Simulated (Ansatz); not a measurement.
Cost and result up the ladder for Cs₄F₃ (7 atoms). Total charge 0; doublet. Geometry: PBE-D4/def2-SVP.

Cartesian coordinates in Å:
```
Cs 2.004 -1.402 -0.422
Cs -0.658 -3.664 2.681
Cs -2.185 0.455 1.093
Cs 0.543 2.974 -2.147
F 1.999 0.826 -1.774
F -1.426 2.341 -0.534
F -0.277 -1.530 1.103
```

Ansatz on 4 threads of Arm Neoverse V2 on a shared host. Times are rough, and most runs start from the orbitals of an earlier one. ωB97X-V/def2-TZVP serves as the yardstick here, not as an exact answer. Differences are given only for rows in sets of like size (and for xTB, whose basis is part of the method), since another set adds its own error. Binding counts from free atoms at the same level (Cs doublet, F doublet; other spins of the atoms weren't run), without zero-point energy or a counterpoise term.

In the def2 sets Cs takes a core potential; there is no spin–orbit coupling. HSE06 is defined as in plane-wave codes, on full-range PBE exchange. Correlated methods freeze 3 core orbitals; core or outer-core shells of Cs are correlated, in sets that lack core-valence functions. The rows differ in basis, and correlated rows in double-zeta sets carry the largest basis error. Another isomer (doublet) lies 0.50 eV lower at PBE0-D4/def2-TZVP; other spin states weren't run for this one.

Correlated methods converge slowly with the basis, most of all in double-zeta sets.

```csv
level,functions,wall time
MP2/def2-TZVP,209,6 s
PBE-D4/def2-SVP,138,7 s
PBE0-D4/def2-SVP,138,8.5 s
PBE-D4/def2-TZVP (with forces),209,9 s
BLYP-D4/def2-TZVP,209,9 s
PBE0-D4/def2-TZVP,209,12 s
HSE06-D4/def2-TZVP,209,12 s
r2SCAN-D4/def2-TZVP,209,16 s
ωB97X-V/def2-TZVP,209,43 s
CCSD(T)/def2-SVP,138,4.5 min
```

Estimate what each level gives for the binding energy per atom (eV).


```
                         level  binding energy per atom (eV)  difference from ωB97X-V/def2-TZVP (eV)
                 MP2/def2-TZVP                          2.73                                   -0.06
               PBE-D4/def2-SVP                          2.78                                       –
              PBE0-D4/def2-SVP                          2.64                                       –
PBE-D4/def2-TZVP (with forces)                          2.80                                    0.02
             BLYP-D4/def2-TZVP                          2.76                                   -0.03
             PBE0-D4/def2-TZVP                          2.68                                   -0.11
            HSE06-D4/def2-TZVP                          2.67                                   -0.12
           r2SCAN-D4/def2-TZVP                          2.76                                   -0.03
             ωB97X-V/def2-TZVP                          2.79                                    0.00
              CCSD(T)/def2-SVP                          2.47                                       –
```
